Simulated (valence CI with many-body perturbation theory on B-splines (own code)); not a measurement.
**Missing levels of In¹⁷⁺**

Level of theory: valence CI with perturbative core correlation (CI+MBPT): four valence electrons over a frozen Dirac-Fock core [Ar] 3d10, a basis of 11 s, 11 p, 10 d, 8 f, 5 g, 2 h functions for each j, with the one-electron correlation potential Σ1 (screened to all orders), the two-electron term Σ2, the three-electron term Σ3, Breit, model QED; selected single and double excitations, second order for the rest, scaled by the run's own slope (own B-spline code, finite nucleus).

No measured levels were compared; by estimate levels hold to about 250 cm⁻¹ or 0.2 % of their energy and the worst to 1 %, as in measured heavy ions of charge 2 to 7; those with d or f electrons hold less well. Among the levels kept, up to 470 cm⁻¹ of a level comes from second order outside the variational space, and about a tenth of that is noise between levels of different J, which matters for small intervals.

| Level | E (cm⁻¹) |
| --- | --- |
| (4s^2 4p1/2^2) J=0 | 0 |
| (4s^2 4p1/2 4p3/2) J=1 | 58704 |
| (4s^2 4p1/2 4p3/2) J=2 | 74480 |
| (4s^2 4p3/2^2) J=2 | 145940 |
| (4s^2 4p3/2^2) J=0 | 186390 |
| (4s 4p1/2^2 4p3/2) J=2 | 360410 |
| (4s 4p1/2^2 4p3/2) J=1 | 423850 |
| (4s 4p1/2 4p3/2^2) J=2 [a] | ? |
| (4s 4p1/2 4p3/2^2) J=3 | ? |
| (4s 4p1/2 4p3/2^2) J=0 | ? |
| (4s 4p1/2 4p3/2^2) J=1 [a] | ? |
| (4s 4p1/2 4p3/2^2) J=2 [b] | 508700 |
| (4s 4p1/2 4p3/2^2) J=1 [b] | ? |
| (4s 4p3/2^3) J=2 | 565470 |
| (4s^2 4p1/2 4d3/2) J=2 | ? |
| (4s 4p3/2^3) J=1 | 633350 |
| (4s^2 4p1/2 4d5/2) J=3 | 650710 |
| (4s^2 4p1/2 4d5/2) J=2 | 674540 |
| (4s^2 4p1/2 4d3/2) J=1 | 684580 |
| (4s^2 4p3/2 4d5/2) J=4 | 702630 |

Levels are named by their leading jj configuration (3d3/2^4 stands for four electrons in 3d with j = 3/2), which in mixed levels can hold well under half, so a name can repeat and another be missing. Letters in brackets count levels of one name in rising energy.

Task: The levels stand in rising order. What does the calculation give for the missing energies?

Result: (4s 4p1/2 4p3/2^2) J=2 [a] 436980; (4s 4p1/2 4p3/2^2) J=3 458570; (4s 4p1/2 4p3/2^2) J=0 493440; (4s 4p1/2 4p3/2^2) J=1 [a] 502230; (4s 4p1/2 4p3/2^2) J=1 [b] 553020; (4s^2 4p1/2 4d3/2) J=2 621820.
